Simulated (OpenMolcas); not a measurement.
**Ne IV: effect of the basis set**

```json
{
  "Program": "OpenMolcas 26.06",
  "Method": "SS-RASPT2, IPEA 0.25 Eh, imaginary shift 0.1 Eh (closed shells correlated: 1s)",
  "Active space": "5 electrons in 9 orbitals (RAS2 2s 2p; RAS3 3d, at most 2 electrons)",
  "State averaging": "2S+1 = 4 odd, 1 root; 2S+1 = 2 odd, 8 roots; 2S+1 = 4 even, 3 roots; 2S+1 = 2 even, 6 roots",
  "Spin-orbit coupling": "state interaction with AMFI integrals over the reference wave functions, term energies averaged over their components"
}
```

A. ANO-RCC-VTZP [4s3p2d1f], DKH2, point nucleus; CASPT2 step about 12 core-seconds
B. ANO-R2 [4s4p2d1f], X2C, finite nucleus; CASPT2 step roughly 16 core-seconds
C. ANO-RCC-VQZP [5s4p3d2f1g], DKH2, point nucleus; CASPT2 step roughly 14 core-seconds
D. ANO-RCC [8s7p4d3f2g], DKH2, point nucleus; CASPT2 step about 29 core-seconds

Energies in cm-1 above 2s2 2p3 4S* 3/2, the measured ground level; measured values from Moore, Atomic Energy Levels, vol. I, NSRDS-NBS 35 (1971 reprint of NBS Circular 467, 1949).

```csv
Level,A,B,C,D,Measured
2s2 2p3 4S* 3/2,0.0,0.0,0.0,0.0,0.0
2s2 2p3 2D* 3/2,42160,42220,41700,41590,
2s2 2p3 2D* 5/2,42180,42240,41720,41610,
2s2 2p3 2P* 1/2,63610,63660,63010,62860,
2s2 2p3 2P* 3/2,63620,63660,63020,62870,
2s 2p4 4P 5/2,184340,184210,184210,184290,183860
2s 2p4 4P 3/2,184900,184760,184760,184840,184477
2s 2p4 4P 1/2,185230,185080,185080,185170,184799
2s 2p4 2D 3/2,255790,255530,255020,254940,
2s 2p4 2D 5/2,255790,255540,255020,254940,
```

Deviations, from unrounded energies. A percentage is the sum of absolute deviations over the sum of measured energies, with the sign that they share, or ± where signs differ.

| Against measurement | Levels | A | B | C | D |
| --- | --- | --- | --- | --- | --- |
| mean absolute deviation (cm-1) | 3 | 450 | 310 | 310 | 390 |
| other configurations (%) | 3 | +0.2 | +0.2 | +0.2 | +0.2 |

B, C lie about equally close to measurement and A furthest from it. The largest miss of C in the table is 2s 2p4 4P 5/2, by +350 cm-1. The ranking rests on the paired levels alone, and a cruder setting can come out closer through cancelling errors.

The two smallest mean deviations differ by little beside CASPT2's spread within terms, so their order carries little weight.

Among A to D the level of the table that moves most is 2s 2p4 2D 3/2, by 850 cm-1 (lowest in D, highest in A). Moves below CASPT2's spread within the term are not significant.

Term energies are means over components that CASPT2 splits; among the terms shown or strongly mixed into the levels shown the widest spread is 13 cm-1 (2s2 2p3 2D*, A). Active for correlation alone: 3d; no level in the range computed is led by a configuration that fills it, so any true level of that kind is missing. Computed and measured levels are paired by configuration, term and J; levels that our copy of the source lacks, or whose pairing is in doubt (as where it misses far off the trend of its configuration), stay unpaired and out of the deviations. Levels of configurations outside the active space are missing. Levels that lie high or do not pair safely by name in every column are left out.

* marks odd parity.
